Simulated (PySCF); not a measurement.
C3H6GeOSi.
Structure used (PBE0-D3(BJ)/def2-SVP), in Å, numbered top down from 1:
```
atom  x, y, z in Å
O1    -3.8401    1.1964    0.1961
C2    -2.6542    1.0230    0.3138
Si3   -1.8169   -0.5146   -0.5138
C4    -0.0087   -0.4393   -0.2395
C5     1.1927   -0.3355   -0.0267
Ge6    3.0635   -0.1567    0.2860
H7    -2.0231    1.7466    0.9022
H8    -2.1317   -0.4835   -1.9698
H9    -2.3914   -1.7424    0.1063
H10    3.3306    1.2578    0.8188
H11    3.4900   -1.2080    1.3192
H12    3.8008   -0.3775   -1.0416
```

Theory: PySCF 2.14.0, PBE0-D3(BJ)/def2-SVP geometry optimisation, gas phase.

Take the most abundant isotopes and a rigid rotor. The values belong to one conformer with, in the numbering `[O:1]=[CH:2][SiH2:3][C:4]#[C:5][GeH3:6]`, O1–C2–Si3–C4 177°.

Q: Give the principal moments of inertia and the rotational constants in MHz.

A: Ia = 64.60, Ib = 1135.64, Ic = 1187.73 u·Å²; 505379 MHz·u·Å²/I gives A = 7823, B = 445.0, C = 425.5 MHz.

Q: What kind of rotor is it?

A: A near-prolate asymmetric top; Ray's κ = -0.995.

Q: Is it planar, by Δ = Ic − Ia − Ib?

A: Not planar: Δ = Ic − Ia − Ib = -12.50 u·Å². For a rigid frame Δ = −2 Σ m c², so Σ m c² = 6.25 u·Å² lies off the ab plane: 6.22 from hydrogen and 0.03 from heavier atoms. The atom farthest from that plane is 1.37 Å away.

Q: Give the other two planar moments, Paa and Pbb, and the rms extents of the mass along the axes.

A: Paa = Σ m a² = (Ib + Ic − Ia)/2 = 1129.38 and Pbb = Σ m b² = (Ia + Ic − Ib)/2 = 58.35 u·Å². With the mass M = 159.94 u, the rms extents √(P/M) along a, b and c are 2.66, 0.60, 0.20 Å.

Q: Where do the levels up to J = 5 lie, in K?

A: Above 0(0,0), as E/k:
J = 1: 1(0,1) 0.042, 1(1,1) 0.396, 1(1,0) 0.397
J = 2: 2(0,2) 0.125, 2(1,2) 0.478, 2(1,1) 0.481, 2(2,1) 1.544, 2(2,0) 1.544
J = 3: 3(0,3) 0.251, 3(1,3) 0.602, 3(1,2) 0.608, 3(2,2) 1.669, 3(2,1) 1.669, 3(3,1) 3.442, 3(3,0) 3.442
J = 4: 4(0,4) 0.418, 4(1,4) 0.768, 4(1,3) 0.777, 4(2,3) 1.836, 4(2,2) 1.836, 4(3,2) 3.609, 4(3,1) 3.609, 4(4,1) 6.091, 4(4,0) 6.091
J = 5: 5(0,5) 0.627, 5(1,5) 0.974, 5(1,4) 0.988, 5(2,4) 2.045, 5(2,3) 2.045, 5(3,3) 3.818, 5(3,2) 3.818, 5(4,2) 6.300, 5(4,1) 6.300, 5(5,1) 9.491, 5(5,0) 9.491
The levels of one J sum to (2J + 1)J(J + 1)(A + B + C)/3.

Q: Predict some low-J microwave lines.

A: The dipole components are |μa| = 2.75 D, |μb| = 0.02 D, |μc| = 0.08 D. Intensities carry the squares of the components, which stand as 1.00 : 0.00 : 0.00 (a : b : c). Some lines, for components of 0.1 D or more:

```csv
type,branch,"J(Ka,Kc)",MHz,lower level (cm⁻¹)
a,R,"1(0,1) ← 0(0,0)",871,0.000
a,R,"2(1,2) ← 1(1,1)",1722,0.275
a,R,"2(0,2) ← 1(0,1)",1741,0.029
a,R,"2(1,1) ← 1(1,0)",1761,0.276
```

No PBE0-D3(BJ)/def2-SVP frequencies stand behind this structure, so it isn't proved a minimum. These are rigid-rotor constants of the computed structure; measured ground-state constants (B0) also hold zero-point vibration. A rigid rotor knows nothing of internal rotation, which can split or shift real lines.
